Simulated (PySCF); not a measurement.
## Structure from 2D NMR

Compound of formula C7H9N. Correlations simulated from computed shifts and couplings:

HSQC (one-bond C–H):
```tsv
δH	δC	1J(C,H) (Hz)
8.65	153.5	187
8.61	155.8	183
7.54	140.7	165
7.19	128.1	169
2.45	30.2	133
1.16	20.8	134
```

COSY cross peaks (|J| ≥ 2 Hz):
```tsv
δH	δH	abs. J (Hz)	bonds
8.65	7.19	5.3	3
8.61	7.54	2.3	4
7.54	7.19	8.5	3
2.45	1.16	8.6	3
```

HMBC (two and three bonds, |J| ≥ 2.5 Hz):
```tsv
δH	δC [abs. J in Hz]
8.65	155.8 [12.4], 140.7 [7.2], 128.1 [10.0]
8.61	153.5 [12.1], 144.4 [8.9], 140.7 [5.9], 30.2 [3.3]
7.54	155.8 [6.1], 153.5 [7.0], 30.2 [4.5]
7.19	153.5 [3.8], 144.4 [6.6]
2.45	155.8 [6.7], 144.4 [5.1], 140.7 [6.3], 20.8 [4.3]
1.16	144.4 [5.2], 30.2 [3.4]
```

Carbons without hydrogens: δ 144.4.

PySCF 2.14 calculation with spin–spin couplings from B3LYP/pcJ-1 (spin–dipole term only in couplings to heteroatoms), shielding tensors at PBE0/pcSseg-1 (GIAO) and PBE0-D3(BJ)/def2-SVP structure; non-relativistic, gas phase, equivalent nuclei averaged, one conformer.

Chemical shifts δ = σref − σ; 1H and 13C vs TMS, all at this level.

Exchangeable hydrogens are left out of these lists, and C,H couplings along chains are those of one rotamer, so weak HMBC peaks may be missing or extra.

Problem. Assemble the structure.

Solution. SMILES CCc1cccnc1.

Atoms are numbered as in `[CH3:1][CH2:2][c:3]1[cH:4][cH:5][cH:6][n:7][cH:8]1`; H(Xn) means a hydrogen on atom n.

- δC 155.8 is C8, an aromatic CH next to a ring nitrogen (δH 8.61).
- δC 153.5 is C6, an aromatic CH next to a ring nitrogen (δH 8.65).
- δC 144.4 is C3, a substituted aromatic carbon.
- δC 140.7 is C4, an aromatic CH (δH 7.54).
- δC 128.1 is C5, an aromatic CH (δH 7.19).
- δC 30.2 is C2, an sp3 CH2 on an aromatic ring (δH 2.45).
- δC 20.8 is C1, a methyl carbon (δH 1.16).
- HMBC from δH 8.61 reaches the proton-free carbon C3.
- HMBC from δH 7.19 reaches the proton-free carbon C3.
- HMBC from δH 2.45 reaches the proton-free carbon C3.
- HMBC from δH 1.16 reaches the proton-free carbon C3.
- COSY links 8.65–7.19, 8.61–7.54, 7.54–7.19, 2.45–1.16.

The shifts were computed for this structure.

Unscaled 3J(H,H) at this level run about 9 % above measured values. Shifts are as computed. Against solution values, carbons near 30 ppm lie about +2 ppm off and those near 130 ppm about +4 ppm. Of 246 compounds with measured shifts, 49 miss one by over three times the rms of a fit or turn the order of signals round; such compounds aren't used in these exercises.
